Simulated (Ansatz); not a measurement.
C2H9NOSi (`CN([SiH3])CO`), relaxed with RKS PBE-D4/def2-SVP in the Gaussian-basis code of Ansatz from a rough embedded geometry. The force threshold is 0.03 eV/Å; the program also tests the step.

Total charge 0; spin multiplicity 1.

Start:

```xyz
14

C    -0.135    0.957    1.005
N     0.160    0.147   -0.112
Si    1.604   -0.794   -0.051
C    -1.079   -0.483   -0.700
O    -1.921    0.519   -1.131
H    -0.981    1.712    0.825
H     0.685    1.572    1.347
H    -0.526    0.363    1.866
H     1.818   -1.313   -1.455
H     1.426   -1.850    0.902
H     2.737    0.120    0.308
H    -0.861   -1.129   -1.491
H    -1.625   -1.032    0.185
H    -1.305    1.212   -1.498
```

Task: By how much does the energy fall, and how many steps does the optimiser take? (An estimate is asked.)

Result: The calculation gave: 13.07 kcal/mol, in 8 steps.

Task: Which bonds change most? (An estimate is asked.)

Result: The calculation gave: Si3–H10 from 1.433 to 1.514 Å; C4–H12 from 1.045 to 1.118 Å; N2–C4 from 1.509 to 1.447 Å; C4–H13 from 1.176 to 1.116 Å.

Task: Give the relaxed structure. (Estimate.)

Result: Computed: 
```xyz
14

C    -0.201    0.949    1.178
N     0.057    0.046    0.063
Si    1.600   -0.769   -0.109
C    -1.129   -0.419   -0.625
O    -1.829    0.622   -1.276
H    -0.926    1.728    0.864
H     0.732    1.458    1.493
H    -0.626    0.428    2.071
H     1.675   -1.298   -1.516
H     1.832   -1.932    0.832
H     2.693    0.233    0.154
H    -0.820   -1.229   -1.331
H    -1.872   -0.859    0.082
H    -1.184    1.040   -1.880
```
